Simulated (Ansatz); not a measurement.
Reaction (formal hydrolysis of a Ge–F bond): `[F][GeH2][CH2]Cl` + H₂O → `[OH][GeH2][CH2]Cl` + H–F

Program: Ansatz. Geometries: PBE0-D4/def2-TZVP. ΔE: electronic, gas phase. CBS: MP2 limit from def2 TZ/QZ plus the TZ coupled-cluster correction, frozen cores. This one scheme is used for every species. Functionals use def2-TZVPP. B3LYP here is the variant with VWN-RPA as its local correlation; programs differ in this. For Ge outer-core shells are correlated without core-valence functions, which leaves a few kJ/mol of doubt a bond. Scalar relativity is left out up to krypton. Each species was taken in one conformer, which may not be the lowest.

Task: Is it downhill or uphill in electronic energy at CCSD(T)/CBS, and by how much? (Best estimate.)

Result: Computed: Uphill: ΔE = +25.8 kJ/mol.

Task: What do these levels give: r2SCAN-D4, PBE0-D4, ωB97M-V, B2PLYP, PBE, PBE0, B3LYP, MP2/def2-TZVPP, SCS-MP2/def2-TZVPP, HF/def2-QZVPP, MP2/def2-QZVPP, CCSD/CBS(def2)? (An estimate is asked.)

Result: The calculation gave: r2SCAN-D4 30.9, PBE0-D4 28.1, ωB97M-V 30.5, B2PLYP 31.1, PBE 31.5, PBE0 30.2, B3LYP 35.5, MP2/def2-TZVPP 22.6, SCS-MP2/def2-TZVPP 26.4, HF/def2-QZVPP 39.5, MP2/def2-QZVPP 23.7, CCSD/CBS(def2) 27.6 kJ/mol.

Largest T1 diagnostic among the species: 0.011.

In def2-TZVPP, CCSD(T) changes the Hartree–Fock value by −12.6 kJ/mol (the triples alone add −1.8 kJ/mol) and MP2 by −15.0 kJ/mol. The D4 term adds −3.9 kJ/mol with B3LYP and −2.1 kJ/mol with PBE0; it sums over pairs of atoms, weighted by their polarisabilities, and B3LYP, whose exchange is more repulsive, gets the larger term.
